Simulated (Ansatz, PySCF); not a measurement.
Noncovalent pair: H2O (SMILES O) (first 3 atoms) with CH3F (SMILES CF); geometry from B3LYP-D3(BJ)/def2-TZVP, rigid monomers moved along the line of their centres of mass till H3···F5 is 2.80 Å.
(charge 0, multiplicity 1):
```json
[
 {"atom": "O", "x (Å)": "-0.1214", "y (Å)": "-0.0633", "z (Å)": "0.5828"},
 {"atom": "H", "x (Å)": "0.0078", "y (Å)": "0.6366", "z (Å)": "-0.0644"},
 {"atom": "H", "x (Å)": "-0.4799", "y (Å)": "0.3723", "z (Å)": "1.3672"},
 {"atom": "C", "x (Å)": "0.4821", "y (Å)": "-0.2457", "z (Å)": "4.6060"},
 {"atom": "F", "x (Å)": "-0.4536", "y (Å)": "0.6933", "z (Å)": "4.1473"},
 {"atom": "H", "x (Å)": "-0.0496", "y (Å)": "-0.9987", "z (Å)": "5.1866"},
 {"atom": "H", "x (Å)": "0.9644", "y (Å)": "-0.6947", "z (Å)": "3.7393"},
 {"atom": "H", "x (Å)": "1.2080", "y (Å)": "0.2761", "z (Å)": "5.2286"}
]
```

Interaction energies are E(AB) − E(A) − E(B) at the monomers' geometry in the complex; basis-set methods are counterpoise corrected. Rows marked so take none.

Cores are frozen in the correlated methods. Rows in 6-31G* carry no dispersion term and start afresh at each structure (6-31G* with six Cartesian d functions). MP2/6-31G* freezes PySCF's default core.

Programs: Ansatz (Gaussian basis) for Hartree–Fock, density functionals and correlated methods; PySCF for 6-31G* rows. 

What is the computed interaction energy (MP2/6-31G* (no counterpoise))?

-135 meV

Give the interaction energy at the level MP2/6-31G*.

-84 meV

Predict the interaction energy from MP2/aug-cc-pVDZ.

-88 meV

Ansatz is a quantum-chemistry and plane-wave program.
